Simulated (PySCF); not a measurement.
## Dipole response of C+ (carbon, charge +1)

[He] 2s2 2p1, 2P determinant. Computed with PySCF 2.14 in aug-cc-pCVQZ-DK (9s8p6d4f2g, 109 functions), with scalar relativity by spin-free X2C-1e. Coupled (time-dependent) response in atomic units; α is the mean over directions.

```json
{"method": "UHF", "mean α (bohr³)": "6.297", "α xx, yy, zz": "6.372, 6.147, 6.372", "C₆ (like pair)": "14.94", "S(−4)": "40.28"}
{"method": "PBE", "mean α (bohr³)": "6.089", "α xx, yy, zz": "6.124, 6.018, 6.124", "C₆ (like pair)": "14.63", "S(−4)": "28.39"}
{"method": "PBE0", "mean α (bohr³)": "6.070", "α xx, yy, zz": "6.123, 5.963, 6.123", "C₆ (like pair)": "14.54", "S(−4)": "28.81"}
{"method": "BLYP", "mean α (bohr³)": "6.076", "α xx, yy, zz": "6.133, 5.962, 6.133", "C₆ (like pair)": "14.53", "S(−4)": "28.46"}
{"method": "BP86", "mean α (bohr³)": "6.086", "α xx, yy, zz": "6.125, 6.009, 6.125", "C₆ (like pair)": "14.65", "S(−4)": "28.21"}
```

S(−4) is the Cauchy moment in α(ω) = α(0) + S(−4) ω² + …

α(iu) at BLYP:

```csv
u (hartree),α(iu) (bohr³)
0,6.076
0.0500,6.006
0.100,5.809
0.200,5.165
0.300,4.409
0.500,3.112
0.750,2.073
1.00,1.459
1.50,0.8273
2.00,0.5311
3.00,0.2730
5.00,0.1137
```

A single London oscillator, α(iu) = α/(1 + u²/ω²), gives C₆ = (3/4) ω α². Matching the computed C₆ needs ω = 4 × 14.53 / (3 × 6.076²) = 0.525 hartree.

For an ion, C₆ is the dispersion term alone; charge-induced terms of lower order in 1/R come first.

The components differ because the open shell of this determinant is not spherical; for a pure term their mean is the scalar polarisability.
